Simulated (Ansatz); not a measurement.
Consider the ligand exchange at a Cd–O bond: `[OH][Cd][OH]` + silanol → `[OH][Cd][O][SiH3]` + H₂O.

Gas-phase electronic energies from Ansatz, PBE0-D4/def2-TZVP geometries. CCSD(T)/CBS is the MP2 limit (def2-TZVPP, def2-QZVPP) plus CCSD(T) − MP2 in def2-TZVPP, frozen cores. This one scheme is used for every species. DFT in def2-TZVPP. Elements past krypton have def2 core potentials. For Cd outer-core shells are correlated without core-valence functions, which leaves a few kJ/mol of doubt a bond. Each species was taken in one conformer, which may not be the lowest.

| level | ΔE (kJ/mol) |
| --- | --- |
| r2SCAN-D4 | -19.7 |
| B97M-V | -22.0 |
| r2SCANh-D4 | -21.5 |
| r2SCAN0-D4 | -23.9 |
| ωB97X-V | -22.7 |
| BLYP | -11.4 |
| BHLYP | -22.6 |
| CCSD/def2-TZVPP | -27.3 |

Problem. What does CCSD(T)/CBS give? (An estimate is asked.)

Solution. Ansatz gave: -24.4 kJ/mol. The listed levels differ from it by 4.7, 2.4, 2.9, 0.5, 1.7, 13.0, 1.8, -2.9 kJ/mol.

Problem. What do rigid-rotor, harmonic-oscillator terms from PBE0-D4/def2-TZVP frequencies (298.15 K, 1 bar) make of the CCSD(T)/CBS value? (Best estimate.)

Solution. Computed: ΔZPE = -1.9 kJ/mol, ΔH = -23.2 kJ/mol, ΔS = 11 J/(mol·K), ΔG = -26.5 kJ/mol. Modes under 50 cm⁻¹ make the entropy rough.

Largest T1 diagnostic among the species: 0.017.

From BLYP to BHLYP (50 % exact exchange), in def2-TZVPP and without D4, ΔE moves by −11.2 kJ/mol. The D4 term adds −4.6 kJ/mol with B3LYP and −2.6 kJ/mol with PBE0; it sums over pairs of atoms, weighted by their polarisabilities, and B3LYP, whose exchange is more repulsive, gets the larger term. In def2-TZVPP, CCSD(T) changes the Hartree–Fock value by +3.1 kJ/mol (the triples alone add +0.3 kJ/mol) and MP2 by +3.4 kJ/mol.

B3LYP here is the variant with VWN-RPA as its local correlation; programs differ in this.
